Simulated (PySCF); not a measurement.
A structure optimised at TPSSh-D3(BJ)/def2-TZVP, used in a PySCF frequency run:

```xyz
6

Mg     0.0444    -0.0148     0.0000
O      1.8243     0.0675     0.0000
H      2.6749    -0.3619     0.0000
N     -1.8444    -0.0021     0.0000
H     -2.4459     0.0074    -0.8134
H     -2.4459     0.0074     0.8134
```
Charge 0, spin multiplicity 1.

**Question.** Write its SMILES, formula and point group.

**Answer.** [NH2][Mg][OH], H3MgNO, Cs

**Question.** What are its rotational constants (standard atomic weights)?

**Answer.** 329.39, 4.1996, 4.1604 GHz
